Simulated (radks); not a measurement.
Q: Excited configurations of Ga: one electron is placed in a higher orbital outside [Ar] 3d10 4s2. The ground configuration is [Ar] 3d10 4s2 4p1. All-electron calculation, scalar-relativistic Kohn-Sham, PBE, spin-unpolarised, spherical densities, point nucleus. Program: a radial shooting solver on a logarithmic mesh with Libxc functionals. Excitation = E - E(ground); binding = E(ion) - E, where the ion is the core of charge +1; n* = 1/sqrt(2 binding) in atomic units, and the quantum defect is n - n*.

outer orbital  excitation (eV)  binding (eV)     n*  quantum defect  eigenvalue (eV)  <r> (bohr)
4d                       4.026         1.662  2.861           1.139           -0.704       9.548
4f                       4.779         0.910  3.868           0.132           -0.435       17.41
5p                       3.649         2.039  2.583           2.417           -1.128       9.622
5f                       5.061         0.627  4.658           0.342           -0.366       29.49
6s                       4.194         1.494  3.017           2.983           -0.909       14.62
6p                       4.549         1.139  3.456           2.544           -0.690       18.35
6d                       4.981         0.707  4.385           1.615           -0.432       28.89
6f                       5.236         0.453  5.482           0.518           -0.286       44.27
7s                       4.785         0.903  3.882           3.118           -0.579       24.55
7p                       4.955         0.733  4.308           2.692           -0.469       29.60

Estimate the row for 5s.

A: excitation (eV) 2.744; binding (eV) 2.945; n* 2.150; quantum defect 2.850; eigenvalue (eV) -1.690; <r> (bohr) 7.274. The Delta-SCF ionisation energy is 5.688 eV (NIST Atomic Spectra Database: 5.999 eV, measured). Self-interaction in the functional shifts the binding energies and quantum defects, so they are the method's values and not measured ones. Spin polarisation and multiplet splitting are left out, so open shells lie too high by an amount that depends on their filling.

Beside tabulated values, note that spin-unpolarised runs miss the spin-polarisation part of the exchange energy of open shells.
